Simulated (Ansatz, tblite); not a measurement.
Cost and result up the ladder for GeF2Cl2 (GeCl2F2) (5 atoms). Total charge 0; singlet. Geometry: PBE-D4/def2-SVP.

Cartesian coordinates in Å:
```
Ge 0.019 0.047 0.023
F -0.725 0.941 1.307
F 1.460 0.913 -0.392
Cl -1.288 -0.003 -1.656
Cl 0.534 -1.898 0.718
```

Ansatz on 4 threads of Arm Neoverse N1 on a shared host; xTB runs through tblite on one thread. Times are rough, summed over both states, and most runs start from the orbitals of an earlier one. PBE0-D4/def2-TZVP serves as the yardstick here, not as an exact answer. The other state is a doublet.

The xTB rows come from tblite.

Raw xTB energies of ions are shifted by several eV.

```json
{"level": "GFN2-xTB", "functions": "35", "wall time": "0.016 s"}
{"level": "GFN1-xTB", "functions": "35", "wall time": "0.018 s"}
{"level": "PBE-D4/def2-TZVP", "functions": "184", "wall time": "10 s"}
{"level": "PBE0-D4/def2-TZVP (with forces)", "functions": "184", "wall time": "25 s"}
{"level": "r2SCAN-D4/def2-TZVP", "functions": "184", "wall time": "32 s"}
```

Task: Estimate what each level gives for the vertical IE (eV).

Result: 
```tsv
level	vertical IE (eV)	difference from PBE0-D4/def2-TZVP (eV)
GFN2-xTB	16.21	3.81
GFN1-xTB	15.92	3.53
PBE-D4/def2-TZVP	11.85	-0.54
PBE0-D4/def2-TZVP (with forces)	12.39	0.00
r2SCAN-D4/def2-TZVP	12.16	-0.24
```
